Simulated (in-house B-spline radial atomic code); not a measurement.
Values are calculated unless marked as measured or tabulated.
**How size changes two electrons in a parabolic Si dot with a double donor at its centre**

For Si the NSM archive of the Ioffe Institute lists m_l = 0.98 m0, m_t = 0.19 m0 and ε = 11.7; the model takes one isotropic valley with the conductivity mass 3/(1/m_l + 2/m_t) = 0.26 m0, and so misses anisotropy and the other valleys. All triplets below are those of one valley; with several valleys two electrons can form a triplet in the 1s orbital itself, at an energy set by the valley splitting. Real donors also feel a central-cell potential, which shifts the ground state; some double donors stay shallow and helium-like, others are deep centres that this model can't describe.

Effective-mass model with parabolic bands, a uniform dielectric constant, no image charges, no central-cell or spin-orbit terms. Two-electron levels come from full CI in B-splines with partial waves to l = 5 (up to 0.001 effective hartree above the limit).

Ha* = 51.68 meV, a* = 2.381 nm.

| ħω (meV) | s-p spacing (meV) | J_ss (meV) | charging energy, CI (meV) | gap to the lowest triplet, CI (meV) | leading natural occupation |
| --- | --- | --- | --- | --- | --- |
| 132 | 228 | 92.2 | 87.2 | 194 | 1.994 |
| 112 | 203 | 87.9 | 82.6 | 170 | 1.994 |
| 88.4 | 175 | 82.6 | 77.1 | 144 | 1.993 |
| 63.1 | 144 | 76.5 | 70.7 | 114 | 1.991 |
| 22.6 | 95.4 | 67.1 | 60 | 64.8 | 1.987 |
| 13.6 | 85.9 | 65.6 | 58.1 | 53.5 | 1.986 |
| 10.8 | 83.3 | 65.2 | 57.6 | 49.6 | 1.985 |
| 7.65 | 80.7 | 64.9 | 57.2 | 44.8 | 1.985 |
| 3.58 | 78.3 | 64.7 | 56.8 | 39.7 | 1.984 |
| 1.05 | 77.6 | 64.6 | 56.7 | 37.9 | 1.984 |
| 0.786 | 77.6 | 64.6 | 56.7 | 37.8 | 1.984 |
| 0.553 | 77.5 | 64.6 | 56.7 | 37.7 | 1.984 |

**Question.** With what end-to-end powers of ħω do the columns change between the first and last rows?

**Answer.** Spacing +0.20, J_ss +0.07, charging energy +0.08, triplet gap +0.30. In large dots the donor takes over: the spacing tends to 3/2 Ha* = 77.5 meV and the triplet gap to that of a helium-like centre, 0.7285 Ha* = 37.7 meV.

**Question.** Where does repulsion overtake the orbital spacing, and what happens to the ratio of triplet gap to spacing?

**Answer.** J_ss stays below the spacing in all rows. The ratio goes from 0.85 to 0.49, while the leading occupation goes from 1.994 to 1.984. The lowest triplet changes from sp to ss between 13.6 and 10.8 meV.
